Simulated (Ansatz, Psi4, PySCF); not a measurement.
thioethanol (C₂H₆S), singlet, geometry from GFN2-xTB, atoms displaced at random by about 0.03 Å a coordinate. Base run: R2SCAN/STO-3G, gradient (PySCF).

The PySCF input:
```python
from pyscf import gto, scf, dft

mol = gto.Mole()
mol.atom = '''
    C     1.60126382    0.71989362   -0.04637421
    C     0.02912450    0.81657847    0.02351385
    S    -0.75033269   -0.87851826   -0.02222595
    H    -2.03809838   -0.38666423    0.05931917
    H    -0.30116181    1.34330850    0.89659555
    H    -0.35892363    1.36361577   -0.93233050
    H     1.96809510    1.69125771   -0.07609302
    H     1.87947353    0.10873714    0.85331153
    H     1.86121567    0.15422297   -0.90473164
'''
mol.basis = 'sto-3g'
mol.verbose = 4
mol.build()

mf = dft.RKS(mol)
mf.xc = 'r2scan'
mf.kernel()
g = mf.nuc_grad_method()
grad = g.kernel()
```

Programs used: Ansatz (a quantum-chemistry and plane-wave program), Psi4, PySCF; a row that names a program was run with it.

The coordinate followed is x of atom 9.

Each row names what was changed in the base input (with any setting that the change needs).

| change | dE/dx (Eh/bohr) | net force (Eh/bohr) |
|---|---|---|
| base | -0.012399 | 0.002008 |
| finite difference step (bohr) = 0.05; conv_tol = 1e-11 | -0.012363 | - |
| grid_response = on | -0.012406 | 0.000000 |
| code = psi4 | -0.012413 | 0.003554 |
| grids.level = 1; grid_response = on | -0.012421 | 0.000000 |
| finite difference step (bohr) = 1e-4; conv_tol = 1e-11 | -0.012406 | - |
| finite difference step (bohr) = 0.2; conv_tol = 1e-11 | -0.011742 | - |
| density fitting = on | -0.012400 | 0.002008 |
| density fitting = on; auxbasis_response = off | -0.012412 | 0.002281 |
| code = ansatz | -0.012405 | 0.000000 |
| conv_tol = 1e-4 | -0.012397 | 0.002009 |
| grids.level = 1; grid_response = off | -0.012376 | 0.007154 |

The net force is zero for an exact gradient.
